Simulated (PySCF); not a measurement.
C3H6OSi.

```xyz
11

C      0.3068    -2.4677     0.0000
C      0.7188    -1.1959     0.0000
C     -0.2740    -0.0740     0.0000
O     -1.4737    -0.2820     0.0000
Si     0.2874     1.7760     0.0000
H     -0.7666    -2.6855     0.0000
H      1.0095    -3.3062     0.0000
H      1.7833    -0.9371     0.0000
H      1.7749     1.9033     0.0000
H     -0.2726     2.4212    -1.2189
H     -0.2726     2.4212     1.2189
```
Charge 0, spin multiplicity 1.

Geometry optimised at ωB97X-D3(BJ)/def2-SVP. The values are those of a single conformer.

Computed with PBE/pcSseg-1 (PySCF). Non-relativistic, no solvent.

Task: Give the absolute GIAO shielding of each atom: isotropic value and principal components (ppm). (An estimate is asked for; the answer gives what the named calculation found.)

Result: 
| atom | σ(iso) | σ11 | σ22 | σ33 | span |
|---|---|---|---|---|---|
| C1 | 49.3 | -50.9 | 23.4 | 175.4 | 226.3 |
| C2 | 38.0 | -71.3 | 53.8 | 131.6 | 202.8 |
| C3 | -44.4 | -135.0 | -85.4 | 87.0 | 221.9 |
| O4 | -471.6 | -1346.5 | -450.9 | 382.6 | 1729.2 |
| Si5 | 430.4 | 404.2 | 423.6 | 463.4 | 59.2 |
| H6 | 24.8 | 22.9 | 23.6 | 28.0 | 5.1 |
| H7 | 25.7 | 24.1 | 25.6 | 27.4 | 3.3 |
| H8 | 24.3 | 19.6 | 24.3 | 28.9 | 9.3 |
| H9 | 26.9 | 23.9 | 25.9 | 30.9 | 7.0 |
| H10 | 27.3 | 24.8 | 25.7 | 31.3 | 6.5 |
| H11 | 27.3 | 24.8 | 25.7 | 31.3 | 6.5 |
